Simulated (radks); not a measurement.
The numbers below are computed, except where a source is named.
Mean orbital radii <r> (bohr) of the scandium ion Sc+, [Ar] 3d1 4s1, at several levels of relativity; Dirac values are averaged over j with weights 2j + 1. Spin-unpolarised spherical Kohn-Sham, PBE, point nucleus unless stated (finite: rms radius 3.5459 fm), a radial shooting solver on a logarithmic mesh with Libxc functionals. A level marked "c x" has the speed of light scaled by that factor and shares open shells by 2j + 1; other Dirac levels either fill j = l - 1/2 first or share by 2j + 1.

1s: non-rel. 0.07360; scalar-rel., finite nucleus 0.07304; Dirac, c x 1.25 0.07324; Dirac, c x 1.5 0.07335; change of magnitude, last against first (%) -0.34
2s: non-rel. 0.3460; scalar-rel., finite nucleus 0.3435; Dirac, c x 1.25 0.3443; Dirac, c x 1.5 0.3448; change of magnitude, last against first (%) -0.35
2p: non-rel. 0.3086; scalar-rel., finite nucleus 0.3077; Dirac, c x 1.25 0.3080; Dirac, c x 1.5 0.3081; change of magnitude, last against first (%) -0.14
3s: non-rel. 1.081; scalar-rel., finite nucleus 1.075; Dirac, c x 1.25 1.077; Dirac, c x 1.5 1.078; change of magnitude, last against first (%) -0.28
3p: non-rel. 1.169; scalar-rel., finite nucleus 1.167; Dirac, c x 1.25 1.168; Dirac, c x 1.5 1.168; change of magnitude, last against first (%) -0.07
3d: non-rel. 1.687; scalar-rel., finite nucleus 1.700; Dirac, c x 1.25 1.696; Dirac, c x 1.5 1.693; change of magnitude, last against first (%) +0.34
4s: non-rel. 3.386; scalar-rel., finite nucleus 3.369; Dirac, c x 1.25 3.375; Dirac, c x 1.5 3.379; change of magnitude, last against first (%) -0.23
